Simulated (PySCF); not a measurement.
# Excitation energy of Re by level of theory

Re [Xe] 4f14 5d5 6s2 (6S) → Re [Xe] 4f14 5d7 (4F), as a difference of total energies. Calculation: PySCF 2.14, in aug-cc-pVTZ-PP with ECP60MDF; a scalar-relativistic core potential. Correlated levels: valence: 5s2 5p6 frozen. The calculations carry no spin-orbit coupling.

| method | excitation energy (eV) |
| --- | --- |
| UHF | 5.918 |
| MP2 (valence) | 4.961 |
| SCS-MP2 (valence) | 4.450 |
| CCSD (valence) | 4.944 |
| CCSD(T) (valence) | 4.403 |

Task: How much does correlation contribute at CCSD(T) (valence)?

Result: 4.403 − (5.918) = -1.515 eV, measured against UHF.
